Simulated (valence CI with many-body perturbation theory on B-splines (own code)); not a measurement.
**Mn4+: calculation against measured levels**

Method: valence CI with perturbative core correlation (CI+MBPT): three valence electrons over a frozen Dirac-Fock core [Ar], radial functions for each j: 7 s, 7 p, 8 d, 6 f, 4 g, 1 h, with the one-electron correlation potential Σ1 (screened to all orders), the two-electron term Σ2, the three-electron term Σ3, Breit, model QED; selected single and double excitations, second order for the rest, scaled by the run's own slope (own B-spline code, finite nucleus).

Set against measurement, 67 paired levels are off by 1039 cm⁻¹ on average, the worst by 1766. These come from a selection out of Corliss and Sugar, J. Phys. Chem. Ref. Data 6, 1253 (1977). Levels without a partner in it may be off by more, other configurations by 1,000 to 8,000 cm⁻¹. The list stops below the first excitations out of the core.

Measured levels: Corliss and Sugar, J. Phys. Chem. Ref. Data 6, 1253 (1977). Pairs share parity and J, and are chosen by configuration, term and nearness in energy; levels without a clear partner are left out. Energies in cm⁻¹ above the measured ground level.

Names give the largest LS component (configuration and term), which can be under half, so a name can repeat, a term be missing and a line seem to break the LS rules; names also repeat where a configuration has a term twice. Letters in brackets count levels of one name in rising energy.

| Computed label | Label in the source | Measured | Computed | Difference |
| --- | --- | --- | --- | --- |
| 3d3 4F_3/2 | 3d3 4F | 0 | 0.0 | 0 |
| 3d3 4F_5/2 | 3d3 4F | 359 | 353.4 | -6 |
| 3d3 4F_7/2 | 3d3 4F | 835.1 | 826.0 | -9 |
| 3d3 4F_9/2 | 3d3 4F | 1412.2 | 1400.3 | -12 |
| 3d3 4P_1/2 | 3d3 4P | 16434 | 17054.2 | +620 |
| 3d3 4P_3/2 | 3d3 4P | 16594.6 | 17212.7 | +618 |
| 3d3 4P_5/2 | 3d3 4P | 17048.6 | 17664.1 | +615 |
| 3d3 2G_7/2 | 3d3 2G | 17892.4 | 17634.0 | -258 |
| 3d3 2G_9/2 | 3d3 2G | 18398.8 | 18131.3 | -267 |
| 3d3 2P_3/2 | 3d3 2P | 22918.8 | 23538.6 | +620 |
| 3d3 2P_1/2 | 3d3 2P | 23081.6 | 23685.6 | +604 |
| 3d3 2D_5/2 [a] | 3d3 2D2 | 24630 | 25246.2 | +616 |
| 3d3 2D_3/2 [a] | 3d3 2D2 | 24670.5 | 25281.3 | +611 |
| 3d3 2H_9/2 | 3d3 2H | 24974.8 | 24195.1 | -780 |
| 3d3 2H_11/2 | 3d3 2H | 25333.8 | 24549.0 | -785 |
| 3d3 2F_7/2 | 3d3 2F | 40423.3 | 40701.7 | +278 |
| 3d3 2F_5/2 | 3d3 2F | 40707.1 | 40979.2 | +272 |
| 3d3 2D_5/2 [b] | 3d3 2D1 | 62608.2 | 63641.7 | +1034 |
| 3d3 2D_3/2 [b] | 3d3 2D1 | 62853.5 | 63880.0 | +1027 |
| 3d2 4s 4F_3/2 | 3d2(3F) 4s 4F | 176945.5 | 175435.4 | -1510 |
| 3d2 4s 4F_5/2 | 3d2(3F) 4s 4F | 177326.2 | 175814.1 | -1512 |
| 3d2 4s 4F_7/2 | 3d2(3F) 4s 4F | 177872.6 | 176358.2 | -1514 |
| 3d2 4s 4F_9/2 | 3d2(3F) 4s 4F | 178572.2 | 177056.7 | -1516 |
| 3d2 4s 2F_5/2 | 3d2(3F) 4s 2F | 183537.8 | 181954.7 | -1583 |
| 3d2 4s 2F_7/2 | 3d2(3F) 4s 2F | 184633.3 | 183047.5 | -1586 |
| 3d2 4p 4G°_5/2 | 3d2(3F) 4p 4G° | 241907.1 | 240437.8 | -1469 |
| 3d2 4p 4G°_7/2 | 3d2(3F) 4p 4G° | 242766.9 | 241288.2 | -1479 |
| 3d2 4p 4F°_3/2 | 3d2(3F) 4p 4F° | 243120.9 | 241684.1 | -1437 |
| 3d2 4p 4F°_5/2 | 3d2(3F) 4p 4F° | 243678.5 | 242240.2 | -1438 |
| 3d2 4p 4G°_9/2 | 3d2(3F) 4p 4G° | 243803.1 | 242318.3 | -1485 |
| 3d2 4p 4F°_7/2 | 3d2(3F) 4p 4F° | 244382.1 | 242937.3 | -1445 |
| 3d2 4p 4G°_11/2 | 3d2(3F) 4p 4G° | 245046.7 | 243550.6 | -1496 |
| 3d2 4p 4F°_9/2 | 3d2(3F) 4p 4F° | 245135.6 | 243687.0 | -1449 |
| 3d2 4p 2F°_5/2 [a] | 3d2(3F) 4p 2F° | 245497.8 | 244037.5 | -1460 |
| 3d2 4p 2D°_3/2 [a] | 3d2(3F) 4p 2D° | 246161.2 | 244805.8 | -1355 |
| 3d2 4p 2F°_7/2 [a] | 3d2(3F) 4p 2F° | 246324.7 | 244854.6 | -1470 |
| 3d2 4p 4D°_1/2 [a] | 3d2(3F) 4p 4D° | 246539.1 | 245196.2 | -1343 |
| 3d2 4p 4D°_5/2 [a] | 3d2(3F) 4p 4D° | 246897.6 | 245511.9 | -1386 |
| 3d2 4p 4D°_3/2 [a] | 3d2(3F) 4p 4D° | 247222.1 | 245875.0 | -1347 |
| 3d2 4p 4D°_7/2 [a] | 3d2(3F) 4p 4D° | 247705.2 | 246316.2 | -1389 |
| 3d2 4p 2D°_5/2 [a] | 3d2(3F) 4p 2D° | 248088.4 | 246741.2 | -1347 |
| 3d2 4p 2G°_7/2 [a] | 3d2(3F) 4p 2G° | 250966.5 | 249203.7 | -1763 |
| 3d2 4p 2G°_9/2 [a] | 3d2(3F) 4p 2G° | 251719.6 | 249953.9 | -1766 |
| 3d2 4p 2S°_1/2 | 3d2(3P) 4p 2S° | 253893.8 | 253258.2 | -636 |
| 3d2 4p 4S°_3/2 | 3d2(3P) 4p 4S° | 257436.8 | 256625.3 | -811 |
| 3d2 4p 2P°_3/2 [a] | 3d2(1D) 4p 2P° | 259043.8 | 258104.7 | -939 |
| 3d2 4p 2F°_5/2 [b] | 3d2(1D) 4p 2F° | 259583.3 | 258474.0 | -1109 |
| 3d2 4p 2P°_1/2 [a] | 3d2(1D) 4p 2P° | 260042.8 | 259077.6 | -965 |
| 3d2 4p 4D°_1/2 [b] | 3d2(3P) 4p 4D° | 260460.8 | 259855.8 | -605 |
| 3d2 4p 2F°_7/2 [b] | 3d2(1D) 4p 2F° | 260680.8 | 259592.9 | -1088 |
| 3d2 4p 4D°_3/2 [b] | 3d2(3P) 4p 4D° | 260806.2 | 260193.2 | -613 |
| 3d2 4p 4D°_5/2 [b] | 3d2(3P) 4p 4D° | 261464.4 | 260824.7 | -640 |
| 3d2 4p 2D°_3/2 [b] | 3d2(1D) 4p 2D° | 262252 | 261355.9 | -896 |
| 3d2 4p 4D°_7/2 [b] | 3d2(3P) 4p 4D° | 262574.9 | 261935.8 | -639 |
| 3d2 4p 2D°_5/2 [b] | 3d2(1D) 4p 2D° | 262836.1 | 261958.3 | -878 |
| 3d2 4p 4P°_1/2 | 3d2(3P) 4p 4P° | 264400.6 | 263983.8 | -417 |
| 3d2 4p 4P°_3/2 | 3d2(3P) 4p 4P° | 264732.4 | 264309.4 | -423 |
| 3d2 4p 4P°_5/2 | 3d2(3P) 4p 4P° | 265488.4 | 265040.3 | -448 |
| 3d2 4p 2G°_7/2 [b] | 3d2(1G) 4p 2G° | 265579.3 | 263833.3 | -1746 |
| 3d2 4p 2G°_9/2 [b] | 3d2(1G) 4p 2G° | 265734 | 263986.0 | -1748 |

The table shows the lowest 60 pairs. Over 67 excited levels the mean absolute difference is 1039 cm⁻¹, the median 1087 and the largest 1766. The comparison draws on a selection of the measured levels: 68 of the 78 computed ones have a partner in it, and others may be off by more.
